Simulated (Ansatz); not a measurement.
System: C3H13N3Si, net charge 0, singlet state. 
Geometry from a B3LYP-D3(BJ)/def2-TZVP (Ansatz, a first-principles code) optimisation:
SMILES: CN[SiH](NC)NC
```xyz
20

C      2.8801     0.0349    -0.1058
N      1.5969    -0.4133    -0.6212
Si     0.0915    -0.2203     0.1893
N     -0.8119     1.2400     0.1114
C     -0.6203     2.3929     0.9744
N     -0.9094    -1.4151    -0.5249
C     -2.3419    -1.5762    -0.3357
H      2.8398     0.0678     0.9842
H      3.1637     1.0356    -0.4544
H      3.6823    -0.6565    -0.3794
H      1.5819    -0.5104    -1.6256
H      0.4524    -0.3181     1.6287
H     -1.2927     1.4570    -0.7489
H     -1.5748     2.8575     1.2388
H      0.0193     3.1652     0.5303
H     -0.1477     2.0727     1.9044
H     -0.4462    -2.2580    -0.8275
H     -2.8402    -1.8483    -1.2713
H     -2.7668    -0.6322     0.0040
H     -2.5900    -2.3388     0.4119
```
Charge 0, spin multiplicity 1.

Basis-set convergence of Hartree-Fock and MP2 correlation energies (hartree) with Ansatz. Cores are frozen in the correlated levels unless marked. No spin-orbit coupling. No relativistic terms.

```tsv
basis	functions	E(HF)	E(corr, MP2)
aug-cc-pV(D+d)Z	287	-573.56156	-1.09803
aug-cc-pV(T+d)Z	630	(withheld)	(withheld)
```

Q: Complete the blanks.

A: 
- aug-cc-pV(T+d)Z, E(HF): -573.65415
- aug-cc-pV(T+d)Z, E(corr, MP2): -1.31553
